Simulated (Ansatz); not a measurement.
Reactions of ClFH4OSiSn, SMILES `[F][SnH]([Cl])[O][SiH3]`.

Program: Ansatz. Geometries: PBE0-D4/def2-TZVP. ΔE: electronic, gas phase. CCSD(T)/CBS adds triple-zeta CCSD(T) − MP2 to the extrapolated MP2 energy (def2 sets, frozen cores). This one scheme is used for every species, atoms too. For atomizations the MP2-based limit and the directly extrapolated one differ by several kJ/mol either way, and by 10 to 25 for some Ge, Se and Sn compounds, so smaller differences from it don't rank the levels. DFT in def2-TZVPP. No spin–orbit coupling; open shells (•) take unrestricted orbitals. Spin–orbit coupling would lower the free atoms: a little for Cl, F, O, Si; strongly for Sn. Elements past krypton have def2 core potentials. Bonds to Sn are less sure, by a few kJ/mol each and by 10 to 20 or more in all where they break to atoms, as the def2 sets lack core-valence functions. Each species was taken in one conformer, which may not be the lowest.

| reaction | ωB97X-V (kJ/mol) | PBE-D4 (kJ/mol) | CCSD(T)/CBS(def2) (kJ/mol) |
| --- | --- | --- | --- |
| `[F][SnH]([Cl])[O][SiH3]` + H₂ → `[SiH3][O][SnH2][Cl]` + H–F | 41 | 39 | 38 |
| `[F][SnH]([Cl])[O][SiH3]` → `[F][Sn][Cl]` + `O[SiH3]` | 3 | -30 | -1 |
| `[F][SnH]([Cl])[O][SiH3]` + HCl → `[F][SnH]([Cl])[Cl]` + `O[SiH3]` | -43 | -49 | -39 |
| `[F][SnH]([Cl])[O][SiH3]` + CH₃OH → `C[O][SnH]([Cl])[O][SiH3]` + H–F | 32 | 28 | 21 |
| `[F][SnH]([Cl])[O][SiH3]` → Cl• + F• + 4 H• + O• + Si• + Sn• | 2844 | 2814 | 2854 |
| `[F][SnH]([Cl])[O][SiH3]` + `CCS[SiH3]` → `[CH3][SnH]([F])[Cl]` + `[SiH3]OCS[SiH3]` | 86 | 77 | 93 |
| `[F][SnH]([Cl])[O][SiH3]` + CH₃OH → `C[O][SnH]([F])[O][SiH3]` + HCl | 61 | 62 | 59 |
| `[F][SnH]([Cl])[O][SiH3]` + `C=C[Si](N)(Cl)OC` → `C=C[Si](N)(Cl)O[SiH3]` + `C[O][SnH]([F])[Cl]` | -4 | -6 | -3 |
| `[F][SnH]([Cl])[O][SiH3]` + CH₃OH → `C[O][SnH]([F])[Cl]` + `O[SiH3]` | 14 | 9 | 16 |
| `[F][SnH]([Cl])[O][SiH3]` + `CCNC` → `CC[N](C)[SnH]([F])[Cl]` + `O[SiH3]` | 36 | 28 | 30 |

Largest T1 diagnostic: 0.016, for `[F][Sn][Cl]`.
